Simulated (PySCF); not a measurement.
Species: C6H6F3N.
Z-matrix (Å and degrees, GFN2-xTB geometry), rows numbered from 1:
```
F 
C   1  1.3369
F   2  1.3464  1  106.56
F   2  1.3437  1  106.69  3   113.02
C   2  1.5202  1  113.06  3  -123.52
C   5  1.4937  2  111.35  1    58.54
C   6  1.3711  5  130.11  2  -111.87
C   7  1.4082  6  107.27  5   179.81
C   8  1.3673  7  107.22  6    -0.22
N   9  1.3573  8  108.29  7     0.35
H   5  1.0942  2  107.01  1  -179.16
H   5  1.0904  2  107.69  1   -62.01
H   7  1.0714  6  126.09  5    -0.39
H   8  1.0711  7  126.29  6   179.73
H   9  1.0717  8  130.43  7  -179.89
H  10  1.0068  6  125.21  5    -2.42
```

Vertical excitations from PySCF (density fitting, frozen core in the response, grid level 2 and gas phase unless stated; continuum runs use non-equilibrium linear response for the excitations) on a GFN2-xTB geometry. Reference run:

```csv
settings,"S1, eV (f)","S2, eV (f)","S3, eV (f)","S4, eV (f)","S5, eV (f)","S6, eV (f)","T1, eV (Tamm–Dancoff)",mean α (au)
"PBE0/def2-SVPD, full TDDFT, 6 singlets",5.74 (0.023),6.30 (0.165),6.59 (0.037),6.60 (0.023),6.81 (0.010),6.85 (0.001),4.29,77.3
```

Question: What do these settings give: (1) PBE0/def2-SVPD, TDA, 1 singlet; (2) X3LYP/pcSseg-1, grid level 3, fitting basis def2-qzvpp-jkfit, TDA, 12 singlets?

Answer: 
| settings | S1, eV (f) | S2, eV (f) | S3, eV (f) | S4, eV (f) | S5, eV (f) | S6, eV (f) | T1, eV (Tamm–Dancoff) | mean α (au) |
| --- | --- | --- | --- | --- | --- | --- | --- | --- |
| PBE0/def2-SVPD, TDA, 1 singlet | 5.75 (0.017) | – | – | – | – | – | – | 77.3 |
| X3LYP/pcSseg-1, grid level 3, fitting basis def2-qzvpp-jkfit, TDA, 12 singlets | 5.93 (0.028) | 6.56 (0.150) | 6.72 (0.050) | 6.92 (0.067) | 7.03 (0.002) | 7.22 (0.043) | 4.37 | 66.6 |

(1) S1 moves by +0.01 eV; the lowest Tamm–Dancoff root can't lie below the lowest full-response root of a stable reference. (2) S1 moves by +0.19 eV; functional, basis and response scheme change together, so the shift can't be laid on one. States are counted by energy in each run and needn't keep their character from row to row.

Question: Which orbital pairs make up S1 in each run, and how does it sit against the orbital gap?

Answer: 
```csv
settings,S1 configurations (weight),S1 (eV),orbital gap (eV),S1 − gap (eV)
"PBE0/def2-SVPD, full TDDFT, 6 singlets","H→L 0.76, H→L+1 0.22",5.74,6.74,-1.00
"PBE0/def2-SVPD, TDA, 1 singlet","H→L 0.69, H→L+1 0.29",5.75,6.74,-0.99
"X3LYP/pcSseg-1, grid level 3, fitting basis def2-qzvpp-jkfit, TDA, 12 singlets","H→L+1 0.65, H→L 0.34",5.93,6.64,-0.71
```

One conformer stands for the species.
